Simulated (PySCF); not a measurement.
## Deuteron quadrupole couplings in `FC[C@@H]1CCCC[C@@H](F)C1`

Compound: C₈H₁₄F₂.
Structure used (GFN2-xTB), in Å, numbered top down from 1:
```
atom  x, y, z in Å
F1     3.1386    0.5984    0.4496
C2     2.5714   -0.2135   -0.5051
C3     1.0460   -0.1910   -0.3951
C4     0.5413    1.2326   -0.6547
C5    -0.9592    1.3412   -0.9087
C6    -1.8403    0.7711    0.2024
C7    -1.8528   -0.7574    0.2244
C8    -0.7304   -1.3923    1.0450
F9    -0.5727   -2.6977    0.5892
C10    0.6288   -0.7013    0.9900
H11    2.9108    0.1650   -1.4751
H12    2.9720   -1.2187   -0.3375
H13    0.6671   -0.8694   -1.1650
H14    0.8150    1.8567    0.1988
H15    1.0586    1.6341   -1.5299
H16   -1.2001    2.3989   -1.0393
H17   -1.2045    0.8344   -1.8455
H18   -2.8621    1.1150    0.0290
H19   -1.5262    1.1618    1.1714
H20   -2.8034   -1.1152    0.6254
H21   -1.7768   -1.1322   -0.7984
H22   -1.0307   -1.4949    2.0968
H23    1.3607   -1.4330    1.3419
H24    0.6372    0.1275    1.6979
```

Level: PBE0/pcSseg-1 (PySCF, non-relativistic); Q(2H) = 0.00286 b; rigid geometry, the same for H and D, with no vibrational averaging.

Question: Rank these positions by the coupling χzz of a deuteron there, largest first.
A. H12 (methylene hydrogen)
B. H22 (methine hydrogen)
C. H14 (methylene hydrogen)

Answer: C (202 kHz), A (194 kHz), B (189 kHz).

What are Vzz, η and χzz (234.96 MHz × Q × Vzz) at all hydrogens?

| atom | bonded to | bond length (Å) | Vzz (au) | η | χzz (kHz) |
| --- | --- | --- | --- | --- | --- |
| H11 | C2 | 1.095 | 0.2894 | 0.07 | 194 |
| H12 | C2 | 1.095 | 0.2888 | 0.07 | 194 |
| H13 | C3 | 1.094 | 0.2970 | 0.02 | 200 |
| H14 | C4 | 1.092 | 0.3013 | 0.02 | 202 |
| H15 | C4 | 1.093 | 0.3019 | 0.04 | 203 |
| H16 | C5 | 1.093 | 0.3033 | 0.02 | 204 |
| H17 | C5 | 1.093 | 0.3015 | 0.02 | 203 |
| H18 | C6 | 1.092 | 0.3037 | 0.02 | 204 |
| H19 | C6 | 1.091 | 0.3060 | 0.02 | 206 |
| H20 | C7 | 1.092 | 0.3029 | 0.03 | 204 |
| H21 | C7 | 1.092 | 0.3013 | 0.02 | 202 |
| H22 | C8 | 1.099 | 0.2807 | 0.06 | 189 |
| H23 | C10 | 1.093 | 0.2989 | 0.05 | 201 |
| H24 | C10 | 1.090 | 0.3051 | 0.03 | 205 |

How does χzz go with the bond length over the 14 C–H bonds?

A straight-line fit has a slope of -22.4 kHz for each 0.01 Å, with a correlation coefficient of -0.95, over lengths from 1.090 to 1.099 Å. The longer bonds have the smaller couplings here.

Geometry: GFN2-xTB, one conformer, isolated molecule. GFN2-xTB bond lengths can be off by several hundredths of an ångström, more for odd bonds, and the gradients follow them. With a basis this small, the couplings can be 20 % off.

The run behind these numbers computed NMR shieldings as well. Hardware: an Arm Neoverse N1 with one thread, shared host with 64 logical CPUs at a one-minute load of 57. Cost: 99 s wall, 1.0 GiB resident at most.
